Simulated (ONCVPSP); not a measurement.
**Potentials for Fe (Z = 26) compared**

Generated with ld1.x 7.5 (TM, RRKJ, ultrasoft, PAW), atompaw 4.2 or ONCVPSP 4.0.1. The cutoff is in Ry: for ld1.x and atompaw files where the sum of valence levels is converged to 10 mRy in a Bessel basis, for ONCV files where the hardest occupied wave has 1 mHa per electron of residual kinetic energy. The error is the largest all-electron minus pseudo excitation energy over each file’s own four to seven test configurations (ionisations up to +4, promotions, holes and added fractions of an electron), all of which were solved. The labels leave out finer settings (local radius, basis sizes, second energies), which also bear on the numbers. Spin-polarised tests are not counted. The rows are a selection from randomly drawn settings: files with unsolved tests, undetermined cutoffs or missed reference levels are left out.

A true bound ghost makes a file unfit for plane-wave use even where its test errors are small: the radial tests pick states by their node count and pass the ghost by.

```csv
potential,cutoff (Ry),largest error (meV),bound ghosts
"ONCV, PBEsol, scalar-relativistic, rc 1.45/1.05/1.20 (spd), local smoothed, core correction yes, reference 3s2 3p6 3d7 4s1, qcut 6.7/15/12.4, projectors 2/1/1",135,+41,none
"ONCV, PBE, scalar-relativistic, rc 1.35/1.25/1.15 (spd), local smoothed, core correction yes, reference 3s2 3p6 3d6 4s2, qcut 10.4/11.9/10.8, projectors 3/2/2",106,-2.2,none
"ONCV, PBE, scalar-relativistic, rc 1.35/1.10/1.05/1.15 (spdf), local smoothed, core correction yes, reference 3s2 3p6 3d6 4s2, qcut 9.9/11.4/17.5/10.3, projectors 2/3/1/1",191,-7.4,none
"ONCV, LDA (Perdew-Zunger), scalar-relativistic, rc 2.50/2.65/0.90 (spd), local smoothed, core correction yes, reference 3d6 4s2, qcut 2.3/2.8/11.8, projectors 1/1/2",749,-430,"s, p"
"ONCV, PBEsol, fully relativistic, rc 2.35/2.35/1.15 (spd), local smoothed, core correction yes, reference 3d6 4s2, qcut 2.1/4.1/10.9, projectors 2/1/2",115,-202,"s, p3/2, p1/2"
"ONCV, PW91, scalar-relativistic, rc 1.25/1.25/1.05 (spd), local smoothed, core correction yes, reference 3s2 3p6 3d6 4s2, qcut 11.6/13.6/15, projectors 2/2/3",178,-3.8,none
"ONCV, LDA (Perdew-Zunger), scalar-relativistic, rc 1.20/1.20/1.00 (spd), local smoothed, core correction no, reference 3s2 3p6 3d6 4s2, qcut 11.6/12.8/14.3, projectors 2/2/3",166,-2.5,none
```

Fill in the row for Fe: ONCV, LDA (Perdew-Wang 92), scalar-relativistic, rc 1.50/1.30/1.70 (spd), local smoothed, core correction yes, reference 3s2 3p6 3d6 4s1, qcut 8.5/12.5/8.9, projectors 2/2/3.

cutoff 68 Ry, largest error +78 meV, bound ghosts: none.

Fill in the row for Fe: ONCV, PBE, scalar-relativistic, rc 2.65/2.25/1.45 (spd), local smoothed, core correction yes, reference 3d6 4s2, qcut 3.1/3.1/12.4, projectors 2/3/2.

cutoff 106 Ry, largest error -220 meV, bound ghosts: none.
